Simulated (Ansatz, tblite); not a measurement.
Removing and adding an electron: the cluster Cs₃H₃. Charge 0, multiplicity 1. Geometry: PBE-D4/def2-TZVP. Ansatz, gas phase; energy differences of separate SCF runs; the oxidised species was run as a doublet alone; the reduced species was run as a doublet alone.

```tsv
atom	x (Å)	y (Å)	z (Å)
Cs1	2.514	1.163	0.924
Cs2	-2.232	-0.318	1.857
Cs3	-0.283	-0.845	-2.780
H4	0.244	0.701	2.355
H5	-2.123	-0.994	-0.778
H6	1.879	0.293	-1.577
```

In the def2 sets Cs takes a core potential; there is no spin–orbit coupling. The xTB rows come from tblite. Correlated methods freeze no core orbitals; core or outer-core shells of Cs are correlated, in sets that lack core-valence functions. In CCSD on the charge -1 doublet the largest single amplitude is 0.31, so its Hartree–Fock determinant may place the open shell otherwise than the density functionals do. HOMO above LUMO, or a gap near zero within one spin, warns that the state may not be the lowest or that an electron is smeared out. The structure comes from a short search, and lower isomers may exist.

```csv
level,−HOMO (eV),vertical IE (eV),−LUMO (eV),vertical EA (eV),HOMO–LUMO gap (eV),IE − EA (eV),remarks
GFN1-xTB,11.71,12.97,7.76,7.20,3.94,5.77,–
HF/def2-TZVPD,–,–,–,-0.46,–,–,HOMO above zero (-1 doublet)
PBE0-D4/def2-TZVP,4.05,5.63,0.20,–,3.85,–,–
PBE0-D4/def2-TZVPD,4.03,–,0.20,0.17,3.84,–,HOMO above zero (-1 doublet)
MP2/def2-TZVPD,–,–,–,-0.38,–,–,HOMO above zero (-1 doublet)
CCSD/def2-TZVPD,–,–,–,-0.36,–,–,HOMO above zero (-1 doublet)
CCSD(T)/def2-TZVPD,–,–,–,-0.35,–,–,HOMO above zero (-1 doublet)
```

Q: Estimate the rows for GFN2-xTB, HF/def2-TZVPP, r2SCAN-D4/def2-TZVPD, MP2/def2-TZVPP, CCSD/def2-TZVPP, CCSD(T)/def2-TZVPP.

A: 
```csv
level,−HOMO (eV),vertical IE (eV),−LUMO (eV),vertical EA (eV),HOMO–LUMO gap (eV),IE − EA (eV),remarks
GFN2-xTB,8.16,10.35,4.89,3.11,3.27,7.24,–
HF/def2-TZVPP,–,4.87,–,–,–,–,–
r2SCAN-D4/def2-TZVPD,3.15,–,0.06,-0.03,3.10,–,"HOMO above zero (-1 doublet), gap within one spin near zero (-1 doublet)"
MP2/def2-TZVPP,–,5.71,–,–,–,–,–
CCSD/def2-TZVPP,–,5.84,–,–,–,–,–
CCSD(T)/def2-TZVPP,–,5.84,–,–,–,–,–
```

Run but left out: PBE-D4/def2-TZVP, r2SCAN-D4/def2-TZVP (charge +1 doublet: an occupied level 0.07 to 0.08 eV above an empty one); PBE-D4/def2-TZVPD (charge -1 doublet: an occupied level 0.00 eV above an empty one).   A HOMO above zero means that the electron is unbound at that level or that self-interaction error raises the level; the energy of removing that electron tells which. Raw xTB energy differences between charge states are shifted by several eV; the methods need an empirical correction for them. A negative affinity means that the extra electron isn't bound; its size then hangs on the basis.
